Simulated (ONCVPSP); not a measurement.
## O: variants of one ONCV potential

Base potential:

```
Element                 : oxygen
Generator               : ONCVPSP 4.0.1
Type                    : optimised norm-conserving Vanderbilt (ONCV)
Functional              : PBE
Relativity              : scalar-relativistic
Frozen core             : [He]
Valence charge          : 6
Reference configuration : 2s2 2p4
Partial waves           : 2s: rc 1.00 bohr, ncon 3, nbas 6, qcut 5.3 1/bohr, 2 projectors, debl 3.8 Ha; 2p: rc 1.10 bohr, ncon 5, nbas 9, qcut 9.7 1/bohr, 1 projector
Local potential         : polynomial inside 0.65 bohr (lpopt 5, dvloc0 2 Ha)
Core correction         : Teter function, fcfact 3.5, rcfact 1.4
```

Cutoffs, loose and tight: the cutoffs (Ha) at which the residual kinetic energy of the hardest occupied pseudo-wave falls to 1 and 0.1 mHa per electron. They do not see the model core or the augmentation charge, which bear on the density cutoff. Test errors are all-electron minus pseudo excitation energies from the reference, over the configurations 2s2 2p3; 2s2 2p2; 2s2 2p1; 2s2 2p0. A dash means not determined; rows that change the core or the reference have their own tests.

```csv
change,outcome,"cutoff, loose","cutoff, tight",bound ghosts,GHOST(+) flags above zero,largest test error (meV)
base,generated,–,–,none,none,+1222
p: rc 1.62,generated,–,–,none,none,+2528
p: nbas 8,generated,–,–,none,none,+1154
p: rc 1.6,generated,–,–,none,none,+2457
s: qcut 7.4; p: qcut 13.6,generated,57 Ha,87 Ha,none,none,+737
"core correction Teter function, fcfact 2.3, rcfact 1.4",generated,–,–,none,none,+1230
"local potential polynomial inside 0.65 bohr (lpopt 5, dvloc0 -0.5 Ha)",generated,–,–,none,none,+1222
```

Task: What comes out with this change to the base: p: ncon 3, nbas 7?

Result: outcome: generated; bound ghosts: none; GHOST(+) flags above zero: none; largest test error (meV): +1527.
